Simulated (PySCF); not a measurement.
Excitation energy of Te by level of theory

Te [Kr] 4d10 5s2 5p4 (3P) → Te [Kr] 4d10 5s2 5p3 6s1 (5S), as a difference of total energies. Computed with PySCF 2.14 in dyall-av2z (22s16p12d, 130 functions), with no relativity, point nucleus. Correlated levels: valence: [Kr] 4d10 frozen; virtual orbitals above 40 to 60 times the deepest correlated orbital energy dropped. The calculations carry no spin-orbit coupling.

| method | excitation energy (cm⁻¹) |
| --- | --- |
| UHF | 40640 |
| MP2 (valence) | 41181 |
| SCS-MP2 (valence) | 42257 |
| CCSD (valence) | 41489 |
| CCSD(T) (valence) | 41479 |

These non-relativistic numbers lack the scalar-relativistic shift.

For comparison: 42146 cm⁻¹ (measured; NIST levels, between the centres of gravity of the two terms).
